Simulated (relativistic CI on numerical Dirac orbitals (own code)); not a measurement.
## What each ingredient does to the levels of Re⁴⁹⁺

Base calculation: Dirac-Coulomb-Breit CI, KLI orbitals optimised for each configuration, model QED, unscaled Slater integrals.

Configurations in the expansion (outside the closed core [Ne]): 3s2 3p6 3d8, 3s2 3p5 3d9, 3s2 3p4 3d10, 3s 3p6 3d9, 3p6 3d10, 3s 3p5 3d10, 3s2 3p6 3d7 4s, 3s2 3p6 3d7 4p, 3s2 3p4 3d9 4s, 3s2 3p6 3d7 4d, 3s2 3p4 3d9 4p, 3s2 3p5 3d8 4s, 3s2 3p6 3d7 4f, 3s2 3p4 3d9 4d, 3s 3p5 3d9 4s, 3s2 3p5 3d8 4p. Levels of other configurations are missing.

The lowest level and the first level of each name with at least 55 % of one term (blank where a level has no safe partner in the second run):

```tsv
Level	Base (eV)	Shift (eV)
3s2 3p6 3d8 3F_4	0.00	0.00
3s2 3p6 3d8 3F_3	69.67	-69.67
3s2 3p6 3d8 3P_1	84.77	-70.98
3s2 3p6 3d8 1G_4	85.01	-65.87
3s2 3p6 3d8 3F_2	146.58	
3s2 3p5 3d9 3F°_4	438.89	-85.85
3s2 3p5 3d9 3D°_3	464.99	
3s2 3p5 3d9 3P°_0	531.90	-159.98
3s2 3p5 3d9 3F°_3	534.22	
3s2 3p5 3d9 3F°_2	845.27	
3s2 3p4 3d10 3P_2	910.47	-177.75
3s2 3p4 3d10 1S_0	933.71	
3s 3p6 3d9 3D_3	1027.61	-455.89
3s 3p6 3d9 3D_1	1100.30	-528.58
```

At this charge energies of transitions that change n are usually good to better than 1 %, and those within a shell (Δn = 0) to a few per cent.

(1) One thing was changed in a second run, which moved the levels as shown. Which?
A. non-relativistic limit
B. configuration mixing switched off
C. Breit term removed
D. QED terms removed

Results:

(1) A. Non-relativistic limit. Without relativity the fine structure collapses and s electrons lose their extra binding.

LS names give the leading component of a level, which can be under half, so a name can repeat, a term be missing and a line seem to break the LS rules.
